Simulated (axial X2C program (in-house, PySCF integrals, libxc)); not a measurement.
**SrH with a deliberately poor setting**

Computed with an axial X2C code built on PySCF integrals.

The run was started with this input:
```json
{
 "zs": [
  38,
  1
 ],
 "q": 0,
 "bas": [
  "dyall-v3z",
  "dyall-v3z"
 ],
 "levels": [
  "PBE0",
  "HF",
  "BHandHLYP",
  "BP86"
 ],
 "cc": false,
 "r0": 2.17,
 "npts": 10,
 "nst": 2,
 "ntry": 6,
 "opt": {
  "ecut": 3.0
 }
}
```
```bash
python so2c.py task.json out
```

Keys: zs atomic numbers; q charge; bas basis sets; levels methods; cc coupled cluster on or off; r0 starting distance in Å; npts points on the curve; nst determinants followed; ntry starts of the search; ecut virtual cutoff in hartree. HF also brings MP2.

**Question.** One numerical setting was spoiled on purpose. Which, and what came out?

**Answer.** Virtual space cut too low. States: spin-free M_S = 1/2, Λ = 0; 2c Ω = 1/2. The apparent results, which are not to be taken for properties of SrH:

```json
{"Hamiltonian": "spin-free", "level": "PBE0", "points converged": "10 of 10", "Re (Å)": "2.131", "ωe (cm⁻¹)": "1213", "De (eV)": "1.83", "curve-fit residual (μEh)": "0.0066"}
{"Hamiltonian": "spin-free", "level": "HF", "points converged": "10 of 10", "Re (Å)": "2.195", "ωe (cm⁻¹)": "1201", "De (eV)": "1.46", "curve-fit residual (μEh)": "0.023"}
{"Hamiltonian": "spin-free", "level": "MP2", "points converged": "10 of 10", "Re (Å)": "2.137", "ωe (cm⁻¹)": "1261", "De (eV)": "1.53", "curve-fit residual (μEh)": "0.045"}
{"Hamiltonian": "spin-free", "level": "BHandHLYP", "points converged": "10 of 10", "Re (Å)": "2.144", "ωe (cm⁻¹)": "1218", "De (eV)": "1.81", "curve-fit residual (μEh)": "0.0088"}
{"Hamiltonian": "spin-free", "level": "BP86", "points converged": "10 of 10", "Re (Å)": "2.133", "ωe (cm⁻¹)": "1184", "De (eV)": "1.96", "curve-fit residual (μEh)": "0.013"}
{"Hamiltonian": "2c", "level": "PBE0", "points converged": "10 of 10", "Re (Å)": "2.131", "ωe (cm⁻¹)": "1213", "De (eV)": "1.83", "curve-fit residual (μEh)": "0.0066"}
{"Hamiltonian": "2c", "level": "HF", "points converged": "10 of 10", "Re (Å)": "2.195", "ωe (cm⁻¹)": "1201", "De (eV)": "1.46", "curve-fit residual (μEh)": "0.023"}
{"Hamiltonian": "2c", "level": "MP2", "points converged": "10 of 10", "Re (Å)": "2.137", "ωe (cm⁻¹)": "1262", "De (eV)": "1.53", "curve-fit residual (μEh)": "0.047"}
{"Hamiltonian": "2c", "level": "BHandHLYP", "points converged": "10 of 10", "Re (Å)": "2.144", "ωe (cm⁻¹)": "1218", "De (eV)": "1.81", "curve-fit residual (μEh)": "0.0088"}
{"Hamiltonian": "2c", "level": "BP86", "points converged": "10 of 10", "Re (Å)": "2.132", "ωe (cm⁻¹)": "1184", "De (eV)": "1.96", "curve-fit residual (μEh)": "0.013"}
```
